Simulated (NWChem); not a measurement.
System: SiH2O2, singlet; SMILES O[Si]O

NWChem input:

```
start job
memory heap 200 mb stack 900 mb global 1100 mb
geometry units angstroms noautosym nocenter noautoz
  Si     0.626107     0.020542     0.000000
  O     -0.411497     1.317374     0.000000
  H     -1.354995     1.103873     0.000000
  O     -0.518460    -1.209484     0.000000
  H     -0.167354    -2.106665     0.000000
end
basis spherical
  * library 6-31g*
end
dft
  xc b3lyp
  iterations 150
end
cosmo
  do_cosmo_smd true
  solvent meg
end
task dft energy
```

Low-valent species are run as closed-shell singlets; no triplet was tried in these runs. The geometry was optimised at PBE0/def2-SVP. Solvent: ethylene glycol.

Level: B3LYP/6-31G* with SMD (1 M gas to 1 M solution), gas-phase geometry. Reactions with the solvent are ignored.

**Question.** Give the results of this calculation. (B3LYP/6-31G* (spherical d), SMD on the gas-phase geometry.) Quantities: solvation free energy (kcal/mol); cavity-dispersion-structure term (kcal/mol); dipole in solution (D).

**Answer.** 
* **solvation free energy (kcal/mol)**: -7.0
* **cavity-dispersion-structure term (kcal/mol)**: 2.4
* **dipole in solution (D)**: 2.60
